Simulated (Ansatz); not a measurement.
Ideal-gas functions of `[CH3][In]([OH])[F]` at 500 K and 1 bar, from an Ansatz frequency run at PBE0-D4/def2-TZVP.

Molar mass 165.86 g/mol, point group Cs (symmetry number 1), electronic degeneracy 1, moments of inertia 94.036, 123.985, 214.842 u Å². Harmonic wavenumbers (cm⁻¹, unscaled): 18, 99, 133, 152, 294, 515, 584, 614, 732, 748, 802, 1197, 1449, 1451, 3076, 3173, 3186, 3892.

Use S(trans) = R[1.5 ln M + 2.5 ln T − 1.1517]; rotational temperatures θ = 24.2544 K / I; S(rot) = R[ln(√π/σ · √(T³/θAθBθC)) + 1.5]; for each mode x = 1.438777 ν̃/T, S = R[x/(eˣ − 1) − ln(1 − e⁻ˣ)] and H = RT x/(eˣ − 1); 1 cm⁻¹ = 0.0119627 kJ/mol; R = 8.31446 J/(mol·K).

**Question.** By hand: the entropy, in J/(mol·K).

**Answer.** Translation 183.3. Rotation: θ = 0.2579, 0.1956, 0.1129 K, giving 116.2. Vibration, mode by mode: 32.93, 18.78, 16.35, 15.26, 9.95, 5.77, 4.91, 4.59, 3.50, 3.38, 2.99, 1.21, 0.67, 0.67, 0.01, 0.01, 0.01, 0.00, in all 121.0. Electronic 0.0. Sum 420.5 J/(mol·K).

**Question.** By hand: H − E and G − E in kJ/mol, counted from the electronic energy.

**Answer.** Zero-point energy ½ × 22115 × 0.0119627 = 132.3; thermal vibration 26.4; translation, rotation and pV give 4 RT = 16.6. H − E = 175.3 kJ/mol, and G − E = 175.3 − 500 × 420.5/1000 = -34.9 kJ/mol.

Vibration gives 29 % of the entropy, 68.1 J/(mol·K) of it from the modes under 150 cm⁻¹: soft modes count most, and the harmonic formula is weakest for them. The sum counts one conformer and one mirror image; others add a mixing term.
